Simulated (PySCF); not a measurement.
# Atomic charges by several schemes

Species: C6H12OSi.
Geometry (GFN2-xTB, Å), atoms numbered from 1 in this order:
```
atom  x, y, z in Å
C1     3.203   -0.162   -0.560
C2     1.938   -0.664    0.117
O3     1.024    0.394    0.217
C4    -0.243   -0.010    0.730
C5    -1.035    1.214    1.090
C6    -2.240    1.373    0.570
C7    -2.776    0.339   -0.376
Si8   -1.350   -0.912   -0.565
H9     3.623    0.663    0.010
H10    2.971    0.195   -1.560
H11    3.934   -0.963   -0.625
H12    1.493   -1.490   -0.465
H13    2.169   -1.057    1.122
H14   -0.068   -0.602    1.646
H15   -0.581    1.928    1.760
H16   -2.862    2.225    0.805
H17   -3.068    0.813   -1.315
H18   -3.684   -0.105    0.036
H19   -1.709   -2.274   -0.156
H20   -0.744   -0.894   -1.896
```

Density: PBE0/pcSseg-1 (PySCF); schemes: Mulliken, IAO, Hirshfeld and ESP-fitted. Isolated species at its GFN2-xTB geometry (one conformer only).

Q: Atoms with like bonding are taken together and averaged. For which atoms does the sign change between the 4 schemes (beyond +0.03 e in one, beyond −0.03 e in another)?

A: C2, C4, H12 and H13.

Q: At which atom do the 4 schemes differ most?

A: At Si8: from +0.232 (ESP-fitted) to +0.713 e (IAO), 0.481 e apart.

Q: Give the atomic charges in each scheme.

A: In e; atoms taken as equivalent share a row and are averaged (×n: the atom named and its like, n in all):

```
      atom                  environment  Mulliken     IAO  Hirshfeld  ESP-fitted
        C1                methyl carbon    -0.267  -0.423     -0.122      -0.366
        C2   sp3 carbon bound to oxygen    +0.001  -0.032     +0.004      +0.385
        O3                 ether oxygen    -0.503  -0.396     -0.142      -0.436
        C4   sp3 carbon bound to oxygen    -0.182  -0.176     -0.044      +0.298
        C5             alkene CH carbon    -0.086  -0.161     -0.061      -0.371
        C6             alkene CH carbon    -0.158  -0.136     -0.041      -0.093
        C7  sp3 carbon bound to silicon    -0.496  -0.546     -0.162      -0.114
       Si8                 SiH2 silicon    +0.678  +0.713     +0.333      +0.232
H9/H10/H11              methyl hydrogen    +0.116  +0.147     +0.043      +0.097
       H12           methylene hydrogen    +0.092  +0.104     +0.027      -0.052
       H13           methylene hydrogen    +0.095  +0.110     +0.029      -0.034
       H14             methine hydrogen    +0.129  +0.122     +0.028      +0.003
       H15             vinylic hydrogen    +0.095  +0.154     +0.046      +0.176
       H16             vinylic hydrogen    +0.098  +0.149     +0.047      +0.110
       H17           methylene hydrogen    +0.153  +0.155     +0.041      +0.062
       H18           methylene hydrogen    +0.154  +0.156     +0.041      +0.058
       H19                Si–H hydrogen    -0.082  -0.124     -0.081      -0.099
       H20                Si–H hydrogen    -0.071  -0.113     -0.073      -0.050
```

Mean size of the charges over all atoms: IAO 0.211 e, Mulliken 0.184 e, ESP-fitted 0.161 e, Hirshfeld 0.073 e. Each set sums to the total charge, 0, to within 0.001 e. The ESP scheme fits charges at the nuclei, held to the total charge, to the electrostatic potential on points at 1.4 to 2.0 times the van der Waals radii. The Hirshfeld scheme weights the molecular density at each point by an atom's share of the summed free-atom densities.

Q: How closely do the schemes follow one another over all atoms?

A: Correlation coefficient and root-mean-square difference: Mulliken with IAO 0.98, 0.054 e; IAO with Hirshfeld 0.97, 0.172 e; Mulliken with Hirshfeld 0.96, 0.155 e; Hirshfeld with ESP-fitted 0.61, 0.168 e; IAO with ESP-fitted 0.60, 0.219 e; Mulliken with ESP-fitted 0.58, 0.212 e.

Q: Sum the charges by element, for elements with more than one atom.

A: 
```json
{"element": "C", "atoms": "6", "Mulliken": "-1.187", "IAO": "-1.473", "Hirshfeld": "-0.425", "ESP-fitted": "-0.261"}
{"element": "H", "atoms": "12", "Mulliken": "+1.011", "IAO": "+1.156", "Hirshfeld": "+0.235", "ESP-fitted": "+0.465"}
```

Q: How many electrons does the Mulliken scheme count on C7?

A: Z − q = 6 − (-0.496) = 6.496.

These values come from a run that also computed NMR shieldings. Time: 49 s wall; peak memory 0.93 GiB. Hardware: one thread of an Intel Xeon Platinum 8259CL at 2.50 GHz, on a shared host.
